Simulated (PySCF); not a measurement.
# Where the electron goes

Compound: CH9BN2.
Structure used (PBE0-D3(BJ)/def2-SVP), in Å, numbered top down from 1:
```
atom  x, y, z in Å
C1    -2.0448    0.0244   -0.3612
N2    -0.7280   -0.2882    0.1846
B3     0.4737    0.8474   -0.0947
N4     1.6921    0.3002    0.5724
H5    -2.3832    0.9787    0.0632
H6    -2.7870   -0.7587   -0.1459
H7    -1.9525    0.1552   -1.4473
H8    -0.7558   -0.4118    1.1980
H9    -0.3643   -1.1687   -0.1833
H10    0.5138    0.8960   -1.3270
H11   -0.0011    1.8678    0.4113
H12    2.0546    0.8612    1.3350
H13    2.4649    0.0865   -0.0477
```

Theory: TDDFT wB97X-D/def2-SVPD, vertical, gas phase, core orbitals frozen in the response (PySCF).

Frontier orbitals with the atoms that hold most of them (Löwdin shares over 4%, at most four atoms; ? is withheld):

| orbital | ε (eV) | atoms |
| --- | --- | --- |
| HOMO-3 | -11.87 | N4 30%, B3 19%, N2 18%, C1 12% |
| HOMO-2 | -11.37 | B3 31%, N2 17%, N4 15%, H11 13% |
| HOMO-1 | -9.43 | ? |
| HOMO | -8.16 | N4 62%, B3 11%, H13 6%, H12 6% |
| LUMO | 1.89 | ? |
| LUMO+1 | 2.63 | B3 24%, C1 19%, H6 13%, H13 8% |
| LUMO+2 | 3.21 | B3 16%, H9 14%, H8 13%, H5 11% |

Question: Which atoms hold the LUMO, and with what shares?

Answer: B3 (bonded to 2 N and 2 H) 28%; C1 (bonded to N and 3 H) 19%; H9 (bonded to N) 11%; H8 (bonded to N) 11%. By element: boron 28%, hydrogen 22% or more, carbon 19%.

Question: Give the leading atoms of the HOMO-1.

Answer: B3 (bonded to 2 N and 2 H) 38%; H11 (bonded to B) 22%; H10 (bonded to B) 22%; N4 (bonded to B and 2 H) 8%. By element: hydrogen 43% or more, boron 38%, nitrogen 8% or more.

Question: How does S1 compare with the orbital gap of 10.05 eV?

Answer: S1 is at 5.96 eV (f = 0.049), 4.09 eV below the gap, made of HOMO→LUMO (71%), HOMO→LUMO+1 (25%). 

Question: Give energy, strength and leading configuration of S1 and S3, and follow the Löwdin shares of the leading atoms from the occupied to the empty orbital.

Answer: 
- S1 (5.96 eV, f 0.049), HOMO→LUMO (71%): N4 62% → at most 11%, B3 11% → 28%, C1 at most 6% → 19%
- S3 (7.19 eV, f 0.040), HOMO-1→LUMO (82%): B3 38% → 28%, H11 22% → at most 11%, C1 at most 8% → 19%

Löwdin shares depend on the basis, the more so with diffuse functions.

One conformer stands for the species.
